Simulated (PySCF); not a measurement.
## Calculated NMR parameters of 2,5-Difluoropyridine

| Property | Result |
| --- | --- |
| Formula | C5H3F2N |
| SMILES | Fc1ccc(F)nc1 |
| InChI | InChI=1S/C5H3F2N/c6-4-1-2-5(7)8-3-4/h1-3H |
| Point group of the computed structure | Cs |
| Degrees of unsaturation | 4 |
| Carbon signals | 5 |
| Proton signals | 3 |

Numbering as in the mapped SMILES `[F:1][c:2]1[cH:3][cH:4][c:5]([F:6])[n:7][cH:8]1` (H(Xn): hydrogen on atom n).

Method: couplings computed with B3LYP/pcJ-1 (spin–dipole term only in couplings to heteroatoms), shielding tensors at KT3/pcSseg-2 (GIAO), PBE0-D3(BJ)/def2-SVP structure, in PySCF 2.14 (no solvent, relativity neglected, one conformer).

Scale: 1H, 13C vs TMS; CFCl3 for 19F; 15N vs NH3 (reference shieldings calculated alike).

| carbon | δC, type | δH (multiplicity, J in Hz) | HMBC from (abs. J ≥ 3 Hz) | span of the C tensor (ppm) |
| --- | --- | --- | --- | --- |
| C2 | 158.9, C | – | H(C3), H(C4) | 141 |
| C3 | 123.3, CH | 7.20 (m) | H(C8) | 186 |
| C4 | 107.4, CH | 6.66 (ddd, 9.9, 5.3, 3.1) | – | 161 |
| C5 | 159.7, C | – | H(C8), H(C3) | 131 |
| C8 | 132.8, CH | 8.01 (dd, 3.1, 2.3) | H(C3) | 158 |

Other nuclei:
| atoms | nucleus | environment | δ (ppm) | σ (ppm) |
| --- | --- | --- | --- | --- |
| F6 | 19F | aryl fluorine | -92.2 | 239.1 |
| F1 | 19F | aryl fluorine | -152.3 | 299.2 |
| N7 | 15N | pyridine-type ring nitrogen | 295.1 | -36.4 |

Selected couplings (Hz, signed; the shortest-range and largest first, 30 at most; isotopes 19F, 13C, 1H, 15N): 1J(F1,C2) -322.1, 1J(C5,F6) -302.7, 1J(C8,H(C8)) 193.3, 1J(C4,H(C4)) 176.7, 1J(C3,H(C3)) 172.7, 1J(C4,C5) 80.7, 1J(C2,C8) 75.8, 1J(C2,C3) 74.8, 1J(C3,C4) 64.2, 1J(C5,N7) -14.4, 1J(N7,C8) -3.6, 2J(F6,N7) -54.4, 2J(C4,F6) 40.4, 2J(F1,C8) 23.3, 2J(F1,C3) 18.6, 2J(N7,H(C8)) -12.4, 2J(C3,C8) 6.9, 2J(C2,N7) 3.8, 2J(C4,N7) 2.0, 2J(C3,C5) 1.3, 3J(F6,C8) 13.4, 3J(C2,C5) 11.1, 3J(H(C3),H(C4)) 9.9, 3J(F1,H(C3)) 7.2, 3J(F1,N7) 5.8, 3J(F6,H(C4)) -5.3, 3J(C3,F6) 5.2, 3J(C4,C8) 4.3, 3J(F1,C4) 1.9, 3J(C3,N7) -1.6.

- Carbon types of the structure: 2 × C, 3 × CH, which accounts for all hydrogens.
- δC 159.7, 158.9: aromatic carbon bearing fluorine; the electronegative substituent deshields the carbon that carries it.
- δC 132.8: aromatic CH next to a ring nitrogen.
- δC 123.3, 107.4: aromatic CH.
- δH 8.01: hydrogen on an aromatic CH next to a ring nitrogen; ring current plus the neighbouring ring nitrogen.
- δH 7.20, 6.66: hydrogen on an aromatic CH; aromatic region.

C–F couplings over four or more bonds (about 3 Hz to the para carbon of a fluoroarene) are left out. Common functionals overestimate the size of one-bond C–F couplings by tens of Hz; these are unscaled. Multiplet labels drop couplings under 1 Hz and merge nearly equal ones. Unscaled 3J(H,H) at this level run about 10 % above measured values. Shifts are as computed, not scaled to solution data. Of 1211 compounds with measured shifts, 218 miss one by over three times the rms of a fit or turn the order of signals round; such compounds aren't used in these exercises. Unscaled 19F shifts against computed CFCl3 carry errors that often reach 10 to 50 ppm. Experimental scales use liquid or dissolved standards, which lie at an offset from isolated NH3 (liquid NH3: subtract about 20 ppm). Unscaled 15N shifts of sp2 nitrogen come out 20 to 40 ppm too high even then.
